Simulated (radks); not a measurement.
Values are calculated unless marked as measured or tabulated.
Initial-state core-level shifts of the argon ion Ar2+ when its valence configuration changes from [Ne] 3s2 3p4. Level of theory: non-relativistic Kohn-Sham, PBE, spin-unpolarised, spherical densities, point nucleus (a radial shooting solver on a logarithmic mesh with Libxc functionals). Shifts are changes of the shell-averaged eigenvalues in eV (positive: less bound); the change of the density at the nucleus, which sets a Mossbauer isomer shift, is in e/bohr^3, on a base of 3850.

[
 {"valence": "3s1 3p5", "1s": "-1.062", "2s": "-1.107", "2p": "-1.080", "density at nucleus": "-16.8416"},
 {"valence": "3p6", "1s": "-2.083", "2s": "-2.181", "2p": "-2.125", "density at nucleus": "-33.9567"},
 {"valence": "3s1.5 3p4.5", "1s": "-0.537", "2s": "-0.558", "2p": "-0.544", "density at nucleus": "-8.3857"},
 {"valence": "3s0.5 3p5.5", "1s": "-1.577", "2s": "-1.648", "2p": "-1.606", "density at nucleus": "-25.3659"}
]
